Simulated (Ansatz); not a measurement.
C9H14BrN⁻, that is N-butylpyridinium bromide with one electron more. Charge -1, multiplicity 2. Geometry r2SCAN-D4/def2-SVP, that of the neutral singlet.

```xyz
25

C    -3.337   -1.580   -1.099
C    -2.717   -0.368   -0.414
C    -1.191   -0.390   -0.455
C    -0.592    0.842    0.217
N     0.874    0.797    0.312
C     1.461    0.533    1.526
C     2.882    0.595    1.602
C     3.634    0.683    0.458
C     2.983    0.759   -0.805
C     1.615    0.815   -0.837
H    -3.051   -1.629   -2.162
H    -4.436   -1.553   -1.050
H    -3.002   -2.516   -0.622
H    -3.092    0.561   -0.885
H    -3.047   -0.329    0.640
H    -0.849   -0.447   -1.505
H    -0.803   -1.284    0.062
H    -0.871    1.765   -0.321
H    -0.973    0.928    1.245
H     0.847    0.754    2.397
H     3.339    0.507    2.590
H     4.725    0.696    0.513
H     3.547    0.801   -1.738
H     1.046    0.911   -1.764
Br    1.008   -1.850    2.094
```

At PBE-D4/def2-TZVP, PBE0-D4/def2-TZVP, r2SCAN0-D4/def2-TZVP the highest occupied level of the charge -1 doublet lies above zero (up to 2.23 eV). By energy differences its removal costs 0.16 eV (vertical, to the charge 0 singlet, at PBE-D4/def2-TZVP); self-interaction error and the lack of diffuse functions both raise the level.

Question: Estimate the α-spin orbital energies around the gap (eV) in Ansatz with PBE-D4/def2-TZVP, PBE0-D4/def2-TZVP, r2SCAN0-D4/def2-TZVP.

Answer: 
| orbital | PBE-D4/def2-TZVP | PBE0-D4/def2-TZVP | r2SCAN0-D4/def2-TZVP |
| --- | --- | --- | --- |
| HOMO−5 | -2.90 | -4.23 | -4.46 |
| HOMO−4 | -2.71 | -4.03 | -4.27 |
| HOMO−3 | -0.87 | -1.95 | -2.11 |
| HOMO−2 | -0.83 | -1.91 | -2.08 |
| HOMO−1 | -0.36 | -1.37 | -1.52 |
| HOMO | 2.23 | 1.36 | 1.20 |
| LUMO | 2.94 | 3.78 | 3.91 |
| LUMO+1 | 3.10 | 3.86 | 4.30 |
| LUMO+2 | 3.73 | 4.48 | 4.92 |
| LUMO+3 | 3.99 | 4.77 | 5.21 |
| LUMO+4 | 4.27 | 5.09 | 5.50 |
| LUMO+5 | 4.64 | 5.45 | 5.96 |
| β HOMO | -0.19 | -1.05 | -1.18 |
| β LUMO | 2.80 | 3.70 | 3.98 |
